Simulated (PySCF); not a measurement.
# Copper: highly charged ions in a basis for the neutral atom

Cu⁸⁺ [Ar] 3d3, Cu⁹⁺ [Ar] 3d2. Computed with PySCF 2.14 in cc-pVDZ-DK, with scalar relativity by spin-free X2C-1e. No spin-orbit coupling, so a gap to NIST mixes the basis error with missing relativistic terms.

Changed run: basis of the neutral atom used for a highly charged ion. This setting is unsound on purpose.

```tsv
species	method	sound run (hartree)	changed run (hartree)	converged
Cu⁸⁺	UHF	not run	-1631.02841	yes
Cu⁸⁺	PBE	not run	-1631.73689	yes
Cu⁸⁺	BP86	not run	-1632.23159	yes
Cu⁹⁺	UHF	not run	-1623.62752	yes
Cu⁹⁺	PBE	not run	-1624.29233	yes
Cu⁹⁺	BP86	not run	-1624.78544	yes
```

Ionisation energy of Cu⁸⁺:

```tsv
method	changed run (eV)	NIST (eV)
UHF	201.39	198 ± 2.2
PBE	202.58	198 ± 2.2
BP86	202.62	198 ± 2.2
```

The contracted functions were made for the neutral atom and can be too rigid for a highly charged ion.
